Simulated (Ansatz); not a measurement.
Relaxation of CH5AlFNSSi (11 atoms, charge 0, multiplicity 1), to a largest force component of 0.015 eV/Å in at most 40 steps.

Level of theory: RKS PBE/def2-SVP (Ansatz).

```xyz
11
Properties=species:S:1:pos:R:3:forces:R:3
F 0.153 -1.879 -0.834 -0.54 -0.05 -0.10
C 0.205 -0.786 0.051 0.59 -0.61 -0.92
S 1.652 -0.998 1.078 1.99 -0.47 0.05
N -0.914 -0.681 0.897 -3.48 -0.45 -0.13
Al -1.567 1.089 0.466 0.19 0.63 1.53
Si 0.281 0.864 -0.864 0.40 1.16 -0.85
H 2.576 -1.100 -0.011 -0.84 0.19 1.08
H -1.687 -1.313 0.518 1.16 -0.04 1.04
H -2.015 2.336 1.449 -0.43 -0.65 -0.18
H 1.425 1.695 -0.459 0.71 0.40 -0.34
H -0.043 0.716 -2.271 0.26 -0.11 -1.18
```

Q: Where does it end, and by what steps?

A: The run converged. After 17 steps the energy has fallen by 1.656 eV; H8 moved furthest, 1.03 Å.

| step | energy less start (eV) | largest force component (eV/Å) | accepted |
| --- | --- | --- | --- |
| 0 | 0.0000 | 3.480 | yes |
| 1 | -0.8294 | 1.896 | yes |
| 2 | -1.2629 | 1.005 | yes |
| 3 | -1.2706 | 4.660 | yes |
| 4 | -1.5670 | 1.322 | yes |
| 5 | -1.6137 | 0.496 | yes |
| 6 | -1.6434 | 0.222 | yes |
| 7 | -1.6489 | 0.121 | yes |
| 8 | -1.6489 | 0.128 | no |
| 9 | -1.6510 | 0.026 | yes |
| 10 | -1.6525 | 0.060 | yes |
| 11 | -1.6535 | 0.055 | yes |
| 12 | -1.6546 | 0.074 | yes |
| 13 | -1.6551 | 0.068 | yes |
| 14 | -1.6552 | 0.060 | yes |
| 15 | -1.6558 | 0.028 | yes |
| 16 | -1.6558 | 0.016 | yes |
| 17 | -1.6559 | 0.008 | yes |

```xyz
11
Properties=species:S:1:pos:R:3
F -0.075 -1.703 -0.972
C 0.189 -0.692 -0.030
S 1.631 -1.237 1.010
N -0.936 -0.474 0.828
Al -1.537 1.221 0.532
Si 0.376 1.061 -0.936
H 2.445 -1.564 -0.034
H -1.187 -1.279 1.416
H -2.753 1.937 1.277
H 1.681 1.749 -0.641
H 0.231 0.924 -2.429
```

Run time: 67 s on 2 threads of Arm Neoverse V1 (shared host), peak memory 0.22 GiB.
